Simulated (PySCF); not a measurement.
PySCF input for CH3, SMILES [CH3+], charge +1, ωB97X-D3(BJ)/def2-TZVPD. 

```python
import numpy as np
from pyscf import gto, scf, dft
from pyscf.geomopt import geometric_solver

mol = gto.M(
    atom='''
    C     0.00000000    0.00000000   -0.00000000
    H     1.10264666   -0.00000000    0.00000000
    H    -0.55132333    0.95492002    0.00000000
    H    -0.55132333   -0.95492002    0.00000000
    ''',
    basis='def2-TZVPD',
    charge=1,
    spin=0,
    max_memory=1600,
    verbose=3,
)
mf = dft.RKS(mol, xc='wb97x-d3bj').density_fit(auxbasis='def2-universal-jkfit')
mf.grids.level = 3
mf.conv_tol = 1e-9
mf.max_cycle = 100
mf.kernel()
grad = mf.nuc_grad_method()
grad.grid_response = mol.nao <= 150
conv, mol_eq = geometric_solver.kernel(grad, convergence_set='GAU_TIGHT', maxsteps=100)
print(mol_eq.tostring(format='xyz'))
mf.reset(mol_eq)
mf.kernel()
```

Log of the run:

```
converged SCF energy = -39.5151591433416
[banner and settings of the optimiser left out]
Geometry optimization cycle 1
Cartesian coordinates (Angstrom)
 Atom        New coordinates             dX        dY        dZ
   C   0.000000   0.000000   0.000000    0.000000  0.000000  0.000000
   H   1.102647   0.000000   0.000000    0.000000  0.000000  0.000000
   H  -0.551323   0.954920   0.000000    0.000000  0.000000  0.000000
   H  -0.551323  -0.954920   0.000000    0.000000  0.000000  0.000000

WARN: Mole.unit (angstrom) is changed to Bohr

converged SCF energy = -39.5151591433418
--------------- DFRKS_Scanner gradients ---------------
         x                y                z
0 C     0.0000006078     0.0000000001     0.0000000000
1 H     0.0060046485    -0.0000000001     0.0000000000
2 H    -0.0030026280     0.0052001826    -0.0000000000
3 H    -0.0030026280    -0.0052001825     0.0000000000
----------------------------------------------
cycle 1: E = -39.5151591433  dE = -39.5152  norm(grad) = 0.0104005
Step    0 : Gradient = 5.200e-03/6.005e-03 (rms/max) Energy = -39.5151591433
Hessian Eigenvalues: 4.50000e-02 5.00000e-02 5.00000e-02 ... 3.33911e-01 3.33911e-01 3.33911e-01

Geometry optimization cycle 2
Cartesian coordinates (Angstrom)
 Atom        New coordinates             dX        dY        dZ
   C  -0.000001  -0.000000  -0.000000   -0.000001 -0.000000 -0.000000
   H   1.093130   0.000001  -0.000000   -0.009517  0.000001 -0.000000
   H  -0.546564   0.946679   0.000000    0.004759 -0.008241  0.000000
   H  -0.546565  -0.946680  -0.000000    0.004758  0.008240 -0.000000
converged SCF energy = -39.5153169889921
--------------- DFRKS_Scanner gradients ---------------
         x                y                z
0 C     0.0000001663    -0.0000002169    -0.0000000000
1 H    -0.0002080773     0.0000001620     0.0000000000
2 H     0.0001040333    -0.0001801761     0.0000000000
3 H     0.0001038780     0.0001802313     0.0000000000
----------------------------------------------
cycle 2: E = -39.515316989  dE = -0.000157846  norm(grad) = 0.000360356
Step    1 : Displace = 8.241e-03/9.517e-03 (rms/max) Trust = 1.000e-01 (=) Grad = 1.802e-04/2.081e-04 (rms/max) E (change) = -39.5153169890 (-1.578e-04) Quality = 0.975
Hessian Eigenvalues: 4.50000e-02 5.00000e-02 5.00000e-02 ... 3.33911e-01 3.33911e-01 3.45480e-01

Geometry optimization cycle 3
Cartesian coordinates (Angstrom)
 Atom        New coordinates             dX        dY        dZ
   C  -0.000001   0.000000   0.000000    0.000000  0.000001  0.000000
   H   1.093448  -0.000000  -0.000000    0.000319 -0.000001 -0.000000
   H  -0.546724   0.946956   0.000000   -0.000160  0.000276 -0.000000
   H  -0.546724  -0.946955  -0.000000   -0.000159 -0.000276 -0.000000
converged SCF energy = -39.5153171720428
--------------- DFRKS_Scanner gradients ---------------
         x                y                z
0 C     0.0000001349     0.0000000193     0.0000000000
1 H     0.0000053898    -0.0000000342    -0.0000000000
2 H    -0.0000027866     0.0000046334    -0.0000000000
3 H    -0.0000027386    -0.0000046184    -0.0000000000
----------------------------------------------
cycle 3: E = -39.515317172  dE = -1.83051e-07  norm(grad) = 9.33445e-06
Step    2 : Displace = 2.760e-04/3.192e-04 (rms/max) Trust = 1.414e-01 (+) Grad = 4.667e-06/5.407e-06 (rms/max) E (change) = -39.5153171720 (-1.831e-07) Quality = 0.974
Hessian Eigenvalues: 4.50000e-02 5.00000e-02 5.00000e-02 ... 3.33911e-01 3.33911e-01 3.54428e-01

Geometry optimization cycle 4
Cartesian coordinates (Angstrom)
 Atom        New coordinates             dX        dY        dZ
   C  -0.000001  -0.000000  -0.000000   -0.000000 -0.000000 -0.000000
   H   1.093440   0.000000   0.000000   -0.000008  0.000000  0.000000
   H  -0.546719   0.946949   0.000000    0.000005 -0.000007  0.000000
   H  -0.546720  -0.946949   0.000000    0.000004  0.000007  0.000000
converged SCF energy = -39.5153171721645
--------------- DFRKS_Scanner gradients ---------------
         x                y                z
0 C     0.0000000037    -0.0000000811    -0.0000000000
1 H     0.0000000721     0.0000000644     0.0000000000
2 H    -0.0000000051     0.0000000874     0.0000000000
3 H    -0.0000000705    -0.0000000719     0.0000000000
----------------------------------------------
cycle 4: E = -39.5153171722  dE = -1.21638e-10  norm(grad) = 1.83666e-07
Step    3 : Displace = 6.987e-06/8.348e-06 (rms/max) Trust = 2.000e-01 (+) Grad = 9.183e-08/1.007e-07 (rms/max) E (change) = -39.5153171722 (-1.216e-10) Quality = 0.989
Hessian Eigenvalues: 4.50000e-02 5.00000e-02 5.00000e-02 ... 3.33911e-01 3.33911e-01 3.54428e-01
Converged! =D

4
XYZ from PySCF
C          -0.00000115       -0.00000019       -0.00000000
H           1.09344010        0.00000031        0.00000000
H          -0.54671926        0.94694882        0.00000000
H          -0.54671969       -0.94694896        0.00000000
converged SCF energy = -39.5153171721643
```

Self-consistency was reached.
